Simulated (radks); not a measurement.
Initial-state core-level shifts of the praseodymium ion Pr2+ when its valence configuration changes from [Xe] 4f3. Method: scalar-relativistic Kohn-Sham, SCAN, spin-polarised, spherical densities, finite nucleus; open shells are filled with parallel spins first (spin-orbit coupling, left out, can overturn this in heavy ions); meta-GGA in the generalised Kohn-Sham scheme; Fermi nuclear charge, rms radius 4.8919 fm; computed with a radial shooting solver on a logarithmic mesh with Libxc functionals. Shifts are changes of the shell-averaged eigenvalues in eV (positive: less bound); the change of the density at the nucleus, which sets a Mossbauer isomer shift, is in e/bohr^3, on a base of 4.334e+05.

[
 {"valence": "4f2.5 5d0.5", "2p": "-3.383", "3d": "-3.859", "4s": "-3.680", "5s": "-1.738", "density at nucleus": "+9.99"},
 {"valence": "4f2 6p1", "2p": "-10.888", "3d": "-11.849", "4s": "-11.374", "5s": "-7.160", "density at nucleus": "+25.45"},
 {"valence": "4f2.5 6p0.5", "2p": "-5.220", "3d": "-5.664", "4s": "-5.474", "5s": "-3.550", "density at nucleus": "+11.65"},
 {"valence": "4f1 6p2", "2p": "-23.391", "3d": "-25.576", "4s": "-24.214", "5s": "-14.498", "density at nucleus": "+58.19"},
 {"valence": "4f2 5d0.5 6p0.5", "2p": "-8.995", "3d": "-9.984", "4s": "-9.534", "5s": "-5.368", "density at nucleus": "+23.13"}
]
